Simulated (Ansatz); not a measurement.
Cost and result for the atomization energy of C2H4BrNO, SMILES `COC(=N)Br` (9 atoms, 8 bonds).

```xyz
9

C    -1.1233   -0.3448   -0.1933
O    -0.3754    0.8122    0.1491
C     0.9462    0.6490    0.2454
N     1.6706   -0.3570    0.0872
Br    1.7278    2.3105    0.7071
H    -2.1622   -0.0261   -0.2249
H    -1.0020   -1.1261    0.5621
H    -0.8264   -0.7256   -1.1746
H     1.1446   -1.1920   -0.1581
```

The species carries charge 0 and has multiplicity 1. Correlated methods include outer-core shells of Br, which these sets cover unevenly. Scalar relativity is left out up to krypton. Geometry: relaxed with PBE0-D4/def2-TZVP. It is one conformer, not always the lowest. Program: Ansatz. All runs use 4 threads of an Intel Xeon Platinum 8488C on a shared host. Times are those of one run each, without the atoms' runs, and a repeat can differ threefold. Electronic energies, without spin–orbit coupling; frozen cores. CCSD(T)/CBS adds CCSD(T) − MP2 in def2-TZVPP to the MP2 limit, and its time is that of the two runs behind it. T1 = 0.011. With those shells the extrapolation isn't a true limit. B3LYP takes the VWN-RPA correlation (the form of Gaussian; ORCA's B3LYP/G). HSE06 is the plane-wave form, built on full-range PBE exchange.

CCSD(T)/CBS is a level of theory with its own doubt, some kJ/mol a heavy atom from the limit and from the frozen cores, so smaller differences don't rank the functionals.

| level | functions | atomization (kcal/mol) | difference from CCSD(T)/CBS | per bond |
| --- | --- | --- | --- | --- |
| PBE-D4/def2-TZVPP (with forces) | 228 | 840.3 | 35.9 | 4.5 |
| HSE06-D4/def2-TZVPP | 228 | 812.9 | 8.5 | 1.1 |
| r2SCAN-D4/def2-TZVPP (with forces) | 228 | 808.9 | 4.5 | 0.6 |
| CCSD(T)/def2-TZVPP | 228 | 779.2 | -25.2 | -3.2 |
| LDA (SPW92)/def2-TZVPP | 228 | 956.9 | 152.5 | 19.1 |
| B2PLYP/def2-TZVPP | 228 | 796.9 | -7.5 | -0.9 |
| CCSD(T)/CBS(def2) | – | 804.4 | 0.0 | 0.0 |
| PBE-QIDH/def2-TZVPP | 228 | 798.6 | -5.8 | -0.7 |
| r2SCANh-D4/def2-TZVPP | 228 | 799.9 | -4.5 | -0.6 |
| PBE0-D4/def2-TZVPP | 228 | 812.0 | 7.6 | 1.0 |
| MP2/def2-QZVPP | 437 | 816.7 | 12.3 | 1.5 |
| B3LYP-D4/def2-TZVPP (with forces) | 228 | 806.2 | 1.8 | 0.2 |
| CCSD(T)/def2-SVP | 108 | 754.6 | -49.8 | -6.2 |

(1) Order the runs by time, with rough figures. (An estimate is asked.)

Results:

(1) Computed: LDA (SPW92)/def2-TZVPP 0.95 s; PBE-D4/def2-TZVPP (with forces) 1.8 s; PBE0-D4/def2-TZVPP 1.9 s; HSE06-D4/def2-TZVPP 2.3 s; r2SCAN-D4/def2-TZVPP (with forces) 2.8 s; B3LYP-D4/def2-TZVPP (with forces) 3 s; r2SCANh-D4/def2-TZVPP 3.1 s; B2PLYP/def2-TZVPP 3.7 s; PBE-QIDH/def2-TZVPP 3.8 s; CCSD(T)/def2-SVP 4.9 s; MP2/def2-QZVPP 16 s; CCSD(T)/def2-TZVPP 93 s; CCSD(T)/CBS(def2) 110 s.

At CCSD(T), def2-SVP lies −49.8 kcal/mol from the extrapolated value and def2-TZVPP −25.2 kcal/mol: correlation converges slowly with the basis, and small sets miss more of it in the bonded molecule than in its fragments. From BLYP to BHLYP (50 % exact exchange), in def2-TZVPP and without D4, the atomization energy moves by −42.7 kcal/mol: exact exchange takes away binding that semilocal exchange gives to molecules. The D4 term adds +7.1 kcal/mol with B3LYP and +3.7 kcal/mol with PBE0; it sums over pairs of atoms, weighted by their polarisabilities, and B3LYP, whose exchange is more repulsive, gets the larger term.
